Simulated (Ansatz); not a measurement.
Consider the redistribution: `OB(F)[SiH3]` + `C[O][Ga]([SH])[O][SiH3]` → `OB([SiH3])O[SiH3]` + `C[O][Ga]([F])[SH]`.

Computed with Ansatz on PBE0-D4/def2-TZVP structures; ΔE is electronic, products minus reactants. CCSD(T)/CBS is the MP2 limit (def2-TZVPP, def2-QZVPP) plus CCSD(T) − MP2 in def2-TZVPP, frozen cores. For Ga outer-core shells are correlated without core-valence functions, which leaves a few kJ/mol of doubt a bond. Scalar relativity is left out up to krypton. One conformer a species, not always the lowest.

```tsv
level	ΔE (kcal/mol)
HF/def2-TZVPP	0.2
SCS-MP2/def2-TZVPP	-0.1
```

Task: What does CCSD(T)/CBS give? (Estimate.)

Result: Ansatz gave: -0.2 kcal/mol. The listed levels differ from it by 0.4, 0.1 kcal/mol.

Largest T1 diagnostic among the species: 0.014.
